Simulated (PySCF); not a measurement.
**[BiO3]−: one run**

[BiO3]− (singlet). PySCF 2.14.0, RKS CAM-B3LYP, Bi def2-SVP with ECP60, O def2-SVP; non-relativistic Hamiltonian with scalar-relativistic core potentials where named; density fitting; no spin-orbit coupling. Purpose: singlet excitations, Tamm-Dancoff CAM-B3LYP.

```python
mol = gto.M(atom='''
Bi    -0.00000     0.00000     0.00000
O      1.99991    -0.00001    -0.00000
O     -0.99994     1.73198    -0.00000
O     -0.99997    -1.73197     0.00000''',
    basis={'Bi': 'def2-SVP', 'O': 'def2-SVP'},
    ecp={'Bi': 'def2-SVP'},
    charge=-1, spin=0)
mf = dft.RKS(mol, xc='CAMB3LYP')
mf.grids.atom_grid = (50, 194)
mf = mf.density_fit()  # fitting sets: Bi def2-universal-JKFIT, O def2-universal-JKFIT
mf.conv_tol = 1e-08; mf.max_cycle = 55
mf.kernel(dm0)  # dm0: converged density of the relaxed state
td = mf.TDA(); td.nstates = 8; td.kernel()
```

Run from Python with OMP_NUM_THREADS=2; the lines above give its settings. Where DIIS fails, smearing, a level shift and second-order steps follow.
It took 7.2 s on 2 threads of Arm Neoverse V2, with other jobs on the host, from an already converged density.

(1) Where do the frontier levels lie, over both spins?

(2) What does the SCF print?

(3) What are the Mulliken charges and spins?

(4) Which singlet excitations follow (Tamm-Dancoff, 8 states)?

The geometry was relaxed with BP86 (Bi def2-SVP with ECP60, O def2-SVP).

Answers

(1) HOMO -3.53 eV, LUMO 3.15 eV. 

(2) 
```
init E= -439.869554749819
cycle= 1 E= -439.876987986791  delta_E= -0.00743  |g|= 0.121  |ddm|= 0.366
cycle= 2 E= -439.872452445542  delta_E= 0.00454  |g|= 0.193  |ddm|= 0.279
cycle= 3 E= -439.880328844741  delta_E= -0.00788  |g|= 0.00967  |ddm|= 0.167
cycle= 4 E= -439.880361998447  delta_E= -3.32e-05  |g|= 0.00349  |ddm|= 0.0144
...
cycle= 7 E= -439.880367026009  delta_E= -3.84e-07  |g|= 7.26e-05  |ddm|= 0.0011
cycle= 8 E= -439.880367028463  delta_E= -2.45e-09  |g|= 9.6e-06  |ddm|= 0.00016
Extra cycle  E= -439.88036702849  delta_E= -2.74e-11  |g|= 7.21e-06  |ddm|= 2.46e-05
converged SCF energy = -439.88036702849
```

(3) 
```csv
atom,charge (e),spin (e)
Bi1,0.971,0.000
O2,-0.657,0.000
O3,-0.657,0.000
O4,-0.657,0.000
```

(4) 
```
state    eV  oscillator strength
    1  2.57               0.0000
    2  2.59               0.0000
    3  2.59               0.0000
    4  2.90               0.0148
    5  2.90               0.0148
    6  3.63               0.0000
    7  3.65               0.0000
    8  3.65               0.0000
```
For an anion in a basis without diffuse functions, states above the detachment energy aren't bound: they are resonances at best, or continuum confined by the basis.
